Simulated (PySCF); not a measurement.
# Calculated properties of `CCc1ccccn1` (2-ethylpyridine)

Species: 2-ethylpyridine, C7H9N.
Bonds: C1–C2, C2–C3, C3–C4 (aromatic), C4–C5 (aromatic), C5–C6 (aromatic), C6–C7 (aromatic), C7–N8 (aromatic), C3–N8 (aromatic). Hydrogens: H9, H10, H11 on C1; H12, H13 on C2; H14 on C4; H15 on C5; H16 on C6; H17 on C7.

Structural features include: pyridine-type ring nitrogen.

GFN2-xTB geometry:

- Point group of the GFN2-xTB geometry: C1
- Rotational constants A, B, C of the GFN2-xTB geometry: 4.684, 1.552, 1.287 GHz

From PBE0/def2-SVPD ground state and vertical TDDFT (core frozen in the response) (PySCF):

* Dipole moment: 1.84 D
* HOMO energy: -7.26 eV
* LUMO energy: -0.70 eV
* HOMO–LUMO gap: 6.56 eV
* Lowest singlet excitation: 4.89 eV (254 nm, f = 0.004)
* Strongest line among the 8 lowest singlet transitions: S7 at 7.35 eV (169 nm, f = 0.592)
* Lowest triplet excitation (Tamm–Dancoff): 4.21 eV
* Static isotropic polarisability: 86.3 au
* Electronic spatial extent ⟨r²⟩ about the centre of nuclear charge: 981 bohr²

**PBE0/pcSseg-1 ground state and GIAO shieldings, non-relativistic (PySCF)**

* Lowest Hirshfeld atomic charge: -0.16 e on N8
* Highest Hirshfeld atomic charge: +0.07 e on C3
* 13C chemical shifts (computed TMS as zero) by class: 171.1 (C3), 155.5 (C7), 142.2 (C5), 126.7 (C4), 125.4 (C6), 37.9 (C2), 20.3 (C1) ppm
* 1H chemical shifts (computed TMS as zero) by class: 8.87 (H17), 7.89 (H15), 7.37 (H14), 7.22 (H16), 2.89 (H12/H13), 1.28 (H9/H10/H11) ppm
* Isotropic shieldings of nuclei other than C and H, by class: -87 (N8) ppm
* Mayer bond orders between heavy atoms: C1–C2 1.04, C2–C3 1.04, C3–C4 1.32, C4–C5 1.45, C5–C6 1.42, C6–C7 1.40, C7–N8 1.49, N8–C3 1.47

B3LYP/pcJ-1 indirect spin-spin coupling, non-relativistic, gas phase; spin–dipole term left out for some pairs (PySCF):

- Largest of the computed one-bond spin–spin couplings (means over like bonds): 13C–1H +181.7 (C7–H17), 13C–1H +167.9 (C6–H16), 13C–1H +165.2 (C4–H14), 13C–1H +165.0 (C5–H15), 13C–1H +135.4 (C2–H12 and 1 like it), 13C–1H +133.6 (C1–H9 and 2 like it), 13C–13C +60.6 (C4–C5), 13C–13C +60.4 (C3–C4) Hz

Monoisotopic mass (most abundant isotopes): 107.0735 u.

No computed singlet falls in the visible range (750 to 380 nm, 1.65 to 3.26 eV); S1 lies 1.63 eV above its blue end. With B = h/(8π²I), that is 505.379 GHz u Å² over I, the principal moments of inertia are 107.9, 325.5 and 392.8 u Å² (most abundant isotopes). The principal polarisabilities are 60.5, 88.0 and 110.5 au; their mean is the isotropic value. The largest Löwdin shares of the LUMO are 0.25 on C5, 0.21 on N8, 0.13 on C7 and 0.13 on C4. The vertical singlet–triplet gap S1 − T1 is 0.68 eV (TDDFT singlet less Tamm–Dancoff triplet; S1: HOMO→LUMO, weight 0.94; T1: HOMO→LUMO, weight 0.92). The 8 singlets span 4.89 to 7.36 eV, and their oscillator strengths add up to 1.11.

One conformer (not necessarily the lowest) at the GFN2-xTB geometry, without solvent or vibrations. NMR classes are plain means over equivalent atoms (diastereotopic ones count apart unless rotation or inversion swaps them), as if these changed places fast; in this geometry the members of some classes differ.

Conformer computed: `[CH3:1][CH2:2][c:3]1[cH:4][cH:5][cH:6][cH:7][n:8]1`: C1–C2–C3–C4 -85°.
